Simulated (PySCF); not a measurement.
Oxygen: a sound run and one with changed settings

Sound run: O⁺ [He] 2s2 2p3, O²⁺ [He] 2s2 2p2. All numbers are calculated (PySCF 2.14, scalar relativity by spin-free X2C-1e, in aug-cc-pVDZ-DK). In the sound run the correlated levels freeze 1s2. The sound run starts from symmetry-adapted Hartree-Fock orbitals and uses a fine grid where one is needed.

Changed run: all electrons correlated in a basis built for the valence shell.

| species | method | sound run (hartree) | changed run (hartree) | converged |
| --- | --- | --- | --- | --- |
| O⁺ | MP2 | -74.47813 | -74.47983 | yes |
| O⁺ | CCSD(T) | -74.49488 | -74.49645 | yes |
| O²⁺ | MP2 | -73.19255 | -73.19420 | yes |
| O²⁺ | CCSD(T) | -73.21586 | -73.21732 | yes |

Ionisation energy of O⁺:

| method | sound run (eV) | changed run (eV) |
| --- | --- | --- |
| UHF | 34.549 | 34.549 |
| MP2 | 34.982 | 34.984 |
| SCS-MP2 | 34.784 | 34.783 |
| CCSD | 34.800 | 34.804 |
| CCSD(T) | 34.804 | 34.807 |

A valence basis has no tight correlating functions, so it recovers only part of the core correlation, and not evenly between atom and ion.

For comparison, NIST gives 35.121 eV between the lowest levels.
